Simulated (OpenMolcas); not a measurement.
Consider [Cu2(μ-Cl)2(F)4]2-, a planar model complex in vacuum (2 bridging Cl, bridge angle 92°, metal-metal distance 3.42 Å, Cu–Cl 2.38 Å; typed geometry, not optimised).

```xyz
8

Cu    -1.7127     0.0000     0.0000
Cu     1.7127     0.0000     0.0000
Cl     0.0000     1.6540     0.0000
Cl     0.0000    -1.6540     0.0000
F     -3.0492     1.3364     0.0000
F     -3.0492    -1.3364     0.0000
F      3.0492     1.3364     0.0000
F      3.0492    -1.3364     0.0000
```

Task: Give the energies of the total-spin states at CASSCF(2,2) on the singly occupied d orbitals (ANO-RCC-VDZP, scalar-relativistic DKH2, RICD, no spin-orbit coupling, OpenMolcas), and the exchange constant.

Result: Local spins 1/2 and 1/2.

| total S | E (cm⁻¹) | natural occupations, lowest and highest |
|---|---|---|
| 1 | 0.0 | 1.000, 1.000 |
| 0 | 14.9 | 1.000, 1.000 |

J = 7.5 cm⁻¹ (ferromagnetic).

J is defined by H = −2J S1·S2, so negative values are antiferromagnetic. Wave-function values come from the highest and lowest total spin; broken-symmetry values use Yamaguchi's formula with the computed ⟨S²⟩. The active space holds the singly occupied metal orbitals alone, without bridging-ligand orbitals. No row is a measured value.
